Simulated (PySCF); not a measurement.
Dipole response of Co²⁺ (cobalt, charge +2)

[Ar] 3d7, high-spin 4F determinant. All numbers are calculated (PySCF 2.14, the non-relativistic Hamiltonian (point nucleus), in aug-cc-pVTZ with one added diffuse shell each of s, p, d, f, g type (9s8p6d4f3g, 118 functions)). Coupled (time-dependent) response in atomic units; α is the mean over directions.

```csv
method,mean α (bohr³),C₆ (like pair),S(−4)
PBEsol,3.703,10.64,7.708
```

S(−4) is the Cauchy moment in α(ω) = α(0) + S(−4) ω² + …

α(iu) at PBEsol:

| u (hartree) | α(iu) (bohr³) |
| --- | --- |
| 0 | 3.703 |
| 0.0500 | 3.684 |
| 0.100 | 3.629 |
| 0.200 | 3.435 |
| 0.300 | 3.181 |
| 0.500 | 2.672 |
| 0.750 | 2.173 |
| 1.00 | 1.810 |
| 1.50 | 1.324 |
| 2.00 | 1.016 |
| 3.00 | 0.6543 |
| 5.00 | 0.3373 |

A single London oscillator, α(iu) = α/(1 + u²/ω²), gives C₆ = (3/4) ω α². Matching the computed C₆ needs ω = 4 × 10.64 / (3 × 3.703²) = 1.03 hartree.

For an ion, C₆ is the dispersion term alone; charge-induced terms of lower order in 1/R come first.
